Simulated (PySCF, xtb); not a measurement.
CH5FN2Si2, SMILES F[Si@@H]1C=N[SiH2]N1.

Harmonic wavenumbers (cm⁻¹) from GFN2-xTB run with xtb 6.7.1 at its own minimum, in rising order: 87, 152, 225, 314, 376, 382, 499, 501, 533, 551, 630, 659, 710, 763, 783, 795, 801, 822, 935, 1117, 1269, 1668, 2296, 2319, 2383, 2947, 3527.

**Question.** What does r2SCAN-D4/def2-SVP (PySCF 2.14.0) give at its own minimum? (The exact figures need the calculation; the answer reports its results.)

**Answer.** 107, 181, 273, 359, 392, 452, 471, 613, 660, 694, 705, 720, 792, 836, 865, 874, 919, 939, 992, 1084, 1332, 1639, 2233, 2240, 2252, 3000, 3632. Paired by order, the mean absolute difference is 72 cm⁻¹ and the zero-point energies are 40.1 and 41.8 kcal/mol.
